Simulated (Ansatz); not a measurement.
**Ligand exchange: C2H5ClSn + C2H4 → C2H6Sn + C2H3Cl**

Species: C2H5ClSn `C=[CH][SnH2][Cl]`, singlet; C2H4 (ethylene) `C=C`, singlet; C2H6Sn `C=[CH][SnH3]`, singlet; C2H3Cl `C=CCl`, singlet. The partners trade Cl for H: Sn–Cl and C–H bonds give way to Sn–H and C–Cl.

Shapes, held fixed at every level: PBE0-D4/def2-TZVP. Flexible molecules stand in one conformer, not always the lowest. Programs: Ansatz 0.2.0. The zero-point and thermal change to 298 K, harmonic and unscaled (PBE0-D4/def2-TZVP), is -9.9 kJ/mol.

```csv
level,kind,ΔH(298 K) (kJ/mol),less CCSD(T)/def2-TZVPP,CPU time (sum over the molecules)
HF/def2-SVP,Hartree–Fock,+162.9,+24.7,–
HF/def2-TZVPP,Hartree–Fock,+160.3,+22.1,–
r2SCAN-D4/def2-TZVPP,meta-GGA,+138.3,+0.1,22 s
r2SCAN0-D4/def2-TZVPP,global hybrid,+141.7,+3.5,23 s
wB97X-V/def2-TZVPP,range-separated hybrid,+139.8,+1.6,37 s
CCSD(T)/def2-SVP,coupled cluster or CI,+138.4,+0.2,20 s
CCSD(T)/def2-TZVPP,coupled cluster or CI,+138.2,0.0,5.5 min
```

The highest level, CCSD(T)/def2-TZVPP, gives ΔH(298 K) = +138.2 kJ/mol; the levels span +138.2 to +162.9. The column of differences is taken from that level and isn't an error. No measured value is set beside it here. For atoms past krypton def2 sets carry core potentials with scalar relativity. Outer-core shells of Sn are correlated, in sets that cover them unevenly. Times are processor times on shared x86 and Arm servers, and rough.
